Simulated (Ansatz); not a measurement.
`BNC(=N)F` + `[OH][GeH3]` → `B[O][GeH3]` + `N=C(N)F` at 600 K and 1 bar (ligand exchange at a B–N bond).

Program: Ansatz. Geometries: PBE0-D4/def2-TZVP. ΔE: electronic, gas phase. CCSD(T)/CBS is the MP2 limit (def2-TZVPP, def2-QZVPP) plus CCSD(T) − MP2 in def2-TZVPP, frozen cores. For Ge outer-core shells are correlated without core-valence functions, which leaves a few kJ/mol of doubt a bond. Scalar relativity is left out up to krypton. Each species was taken in one conformer, which may not be the lowest.

```tsv
species	CCSD(T)/CBS energy (Eh)	H − E (kJ/mol)	S (J/(mol·K))
`BNC(=N)F`	-274.46558	215.3	378.4
`[OH][GeH3]`	-2153.69723	132.5	324.6
`B[O][GeH3]`	-2179.12438	175.0	373.9
`N=C(N)F`	-249.04648	172.6	333.5
```

H − E and S are ideal-gas, rigid-rotor, harmonic terms from PBE0-D4/def2-TZVP, for one conformer and one mirror image of each species. 1 Eh = 2625.50 kJ/mol, R = 8.31446 J/(mol·K).

**Question.** By hand: ΔE, ΔH, ΔS and ΔG.

**Answer.** ΔE = (-2179.12438) + (-249.04648) − (-274.46558) − (-2153.69723) = -0.00805 Eh = -21.1 kJ/mol. Δ(H − E) = 175.0 + 172.6 − 215.3 − 132.5 = -0.2, so ΔH = -21.3 kJ/mol. ΔS = 373.9 + 333.5 − 378.4 − 324.6 = 4.4 J/(mol·K). ΔG = -21.3 − 600 × (4.4)/1000 = -23.9 kJ/mol.

**Question.** By hand: the equilibrium constant, and the temperature at which ΔG would vanish if ΔH and ΔS stayed fixed.

**Answer.** log₁₀ K = −ΔG/(RT ln 10) = 2.1. ΔH and −TΔS have one sign here, so there is no such temperature.

The number of gas molecules stays the same, so ΔS is small and ΔH decides. A doubt of 5 kJ/mol in ΔE shifts log₁₀ K by 0.4 here. Other conformers and mirror images would add mixing entropy, several J/(mol·K) or more a flexible species. These are equilibria of isolated gas molecules and say nothing of rates. Largest T1 diagnostic: 0.014 (customary marks: 0.02 for closed shells, 0.045 for open ones).

ΔS is within the doubt of such terms, so its sign, and with it that verdict, could turn.
